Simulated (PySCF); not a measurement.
Input for PySCF: R-M06-2X/def2-TZVPPD on NH3 (SMILES N) with ghost functions.

```python
from pyscf import gto, dft

mol = gto.M(
    atom='''
    N     0.32518778   -0.61127628    3.56927136
    H    -0.00626408   -1.54984154    3.37537292
    H     1.28532462   -0.68192429    3.88685659
    H    -0.22638227   -0.24281294    4.33617965
    ghost-O   -0.04742771    1.04059696    1.31714254
    ghost-Si   -0.63688943    0.35662861   -0.03988783
    ghost-O    0.39431490    0.50732271   -1.31815438
    ghost-H    0.11139915    0.46930399    2.10347644
    ghost-H   -1.86126226    1.04050751   -0.49612203
    ghost-H   -0.91253385   -1.08148378    0.23563361
    ghost-H    1.31175691    0.25786759   -1.18255999
    ''',
    basis='def2-tzvppd',
    charge=0, spin=0, verbose=4, max_memory=1800)
mf = dft.RKS(mol, xc='m062x').density_fit(auxbasis='def2-universal-jkfit')
mf.grids.level = 4
mf.conv_tol = 1e-9
mf.max_cycle = 150
mf.kernel()
mf.dip_moment()
```

**Question.** Predict the final total energy.

**Answer.** -56.5534 hartree.
